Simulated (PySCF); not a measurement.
Geometries of 3 isomers of H7NOSi2, from PBE0-D3(BJ)/def2-SVP geometry optimisation, gas phase in PySCF 2.14.0. One conformer each, no zero-point energy, no frequencies.

Problem. Which isomer lies lowest at this level?
A.
```xyz
11
angstrom
N     -2.095   -0.176   -0.931
Si    -0.966   -0.199    0.389
Si     1.199   -0.107   -0.519
O      2.338    0.219    0.665
H     -2.003    0.541   -1.642
H     -3.074   -0.378   -0.757
H     -1.086    0.920    1.397
H     -1.185   -1.462    1.159
H      1.212    0.930   -1.608
H      1.599   -1.407   -1.129
H      2.123    0.941    1.262
```
B.
```xyz
11
angstrom
N     -1.913    0.352   -0.418
Si    -0.937   -0.633    0.593
O      0.671   -0.192    0.665
Si     1.908    0.268   -0.335
H     -2.158    1.304   -0.172
H     -1.963    0.199   -1.418
H     -1.438   -0.538    1.989
H     -1.017   -2.017    0.046
H      1.843   -0.468   -1.637
H      3.205   -0.036    0.333
H      1.838    1.734   -0.620
```
C.
```xyz
11
angstrom
O     -2.520    0.061    0.421
Si    -1.137   -0.809    0.098
N      0.287   -0.166    0.851
Si     1.664    0.621    0.130
H     -2.520    0.979    0.132
H     -0.835   -0.838   -1.364
H     -1.449   -2.161    0.631
H      0.319   -0.255    1.865
H      1.405    0.714   -1.337
H      2.934   -0.137    0.360
H      1.867    1.999    0.680
```

Solution. B. That is `N[SiH2]O[SiH3]`, 10.0 kcal/mol below the next.

```tsv
SMILES	atoms numbered as above	E (Eh)	relative (kcal/mol)	relative (kJ/mol)	dipole (D)
N[SiH2]O[SiH3]	[NH2:1][SiH2:2][O:3][SiH3:4]	-712.59448	0.0	0.0	1.79
O[SiH2]N[SiH3]	[OH:1][SiH2:2][NH:3][SiH3:4]	-712.57861	10.0	41.6	1.26
N[SiH2][SiH2]O	[NH2:1][SiH2:2][SiH2:3][OH:4]	-712.54866	28.7	120.3	2.48
```

As drawn, the highest has an O–H bond and an Si–Si bond, which the lowest lacks.
